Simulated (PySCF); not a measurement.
Relaxation of quintet WHCl

Computed with PySCF, UPBE0, basis W def2-TZVP with ECP60, H def2-TZVP, Cl def2-TZVP (scalar-relativistic core potentials, no spin–orbit coupling, density fitting). A (50,194) grid was used.

A hand-made bent start, of Cs symmetry, held to at least that symmetry:

```xyz
3
charge 0 multiplicity 5, angstrom
W    -0.3010    0.0000   -0.2197
H    -1.6854    0.0000    0.7496
Cl    1.6322    0.0000    1.1339
```

At each step, columns x, y, z (Å) and Fx, Fy, Fz (eV/Å):

```
step 0  E − E(last) = 10.57 kJ/mol
W   -0.301   0.000  -0.220   1.357   0.000   0.931
H   -1.685   0.000   0.750  -0.330   0.000  -0.029
Cl   1.632   0.000   1.134  -1.027   0.000  -0.902
step 1  E − E(last) = 2.34 kJ/mol
W   -0.272   0.000  -0.180   0.538   0.000   0.389
H   -1.704   0.000   0.736  -0.215   0.000  -0.039
Cl   1.622   0.000   1.107  -0.322   0.000  -0.351
step 2  E − E(last) = 0.53 kJ/mol
W   -0.251   0.000  -0.138  -0.201   0.000  -0.054
H   -1.736   0.000   0.717  -0.049   0.000  -0.047
Cl   1.633   0.000   1.085   0.251   0.000   0.101
step 3  E − E(last) = 0.18 kJ/mol
W   -0.253   0.000  -0.129  -0.094   0.000   0.013
H   -1.750   0.000   0.710  -0.016   0.000  -0.041
Cl   1.649   0.000   1.083   0.110   0.000   0.028
step 4  E − E(last) = 0.01 kJ/mol
W   -0.253   0.000  -0.111  -0.029   0.000   0.030
H   -1.773   0.000   0.697   0.035   0.000  -0.020
Cl   1.672   0.000   1.078  -0.006   0.000  -0.010
step 5  E − E(last) = 0.00 kJ/mol
W   -0.254   0.000  -0.110  -0.015   0.000   0.017
H   -1.772   0.000   0.696   0.018   0.000  -0.010
Cl   1.672   0.000   1.078  -0.003   0.000  -0.007
step 6  E − E(last) = 0.00 kJ/mol
W   -0.254   0.000  -0.109   0.000   0.000   0.000
H   -1.772   0.000   0.696   0.000   0.000   0.002
Cl   1.672   0.000   1.077   0.000   0.000  -0.003
```

It ends at Cs with W–Cl 2.262 Å, W–H 1.718 Å; Cl–W–H 120.4° (after a last refinement on a finer grid). A frequency run shows a minimum. Other isomers or separated fragments may lie lower.

Open d and f shells are described by one determinant, and the ground state may have another occupation or spin. Spin–orbit coupling, left out here, can matter for elements this heavy.
